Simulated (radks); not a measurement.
Values are calculated unless marked as measured or tabulated.
Excited configurations of I: one electron is placed in a higher orbital outside [Kr] 4d10 5s2 5p4. The ground configuration is [Kr] 4d10 5s2 5p5. Code: a radial shooting solver on a logarithmic mesh with Libxc functionals. Model: scalar-relativistic Kohn-Sham, SCAN, spin-unpolarised, spherical densities, finite nucleus; meta-GGA in the generalised Kohn-Sham scheme; Fermi nuclear charge, rms radius 4.75 fm. Excitation = E - E(ground); binding = E(ion) - E, where the ion is the core of charge +1; n* = 1/sqrt(2 binding) in atomic units, and the quantum defect is n - n*.

outer orbital  excitation (eV)  binding (eV)     n*  quantum defect  eigenvalue (eV)  <r> (bohr)
4f                      10.554         0.873  3.947           0.053           -0.387       18.45
5d                       9.599         1.828  2.728           2.272           -0.586       7.944
5f                      10.824         0.603  4.748           0.252           -0.324       31.41
6p                       9.257         2.170  2.504           3.496           -1.180       8.571
7s                       9.885         1.543  2.970           4.030           -0.940       13.66

The Delta-SCF ionisation energy is 11.427 eV (NIST Atomic Spectra Database: 10.451 eV, measured). Self-interaction in the functional shifts the binding energies and quantum defects, so they are the method's values and not measured ones. Spin polarisation and multiplet splitting are left out, so open shells lie too high by an amount that depends on their filling. Spin-orbit splitting is averaged out at the scalar-relativistic level.

Beside tabulated values, note that spin-unpolarised runs miss the spin-polarisation part of the exchange energy of open shells.
